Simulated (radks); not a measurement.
The numbers below are computed, except where a source is named.
The gadolinium ion Gd16+, configuration [Kr] 4d10 4f2. Code: a radial shooting solver on a logarithmic mesh with Libxc functionals. Model: scalar-relativistic Kohn-Sham, exchange-only LDA, spin-polarised, spherical densities, point nucleus; open shells are filled with parallel spins first (spin-orbit coupling, left out, can overturn this in heavy ions).

X-ray form factor f0, the Fourier transform of the density (f0(0) = 48):

| sin(theta)/lambda (1/angstrom) | f0 (electrons) |
|---|---|
| 0.05 | 47.834 |
| 0.1 | 47.340 |
| 0.15 | 46.537 |
| 0.2 | 45.452 |
| 0.25 | 44.121 |
| 0.3 | 42.587 |
| 0.4 | 39.096 |
| 0.5 | 35.349 |
| 0.6 | 31.674 |
| 0.8 | 25.379 |
| 1 | 20.954 |
| 1.25 | 17.522 |
| 1.5 | 15.277 |
| 2 | 11.639 |
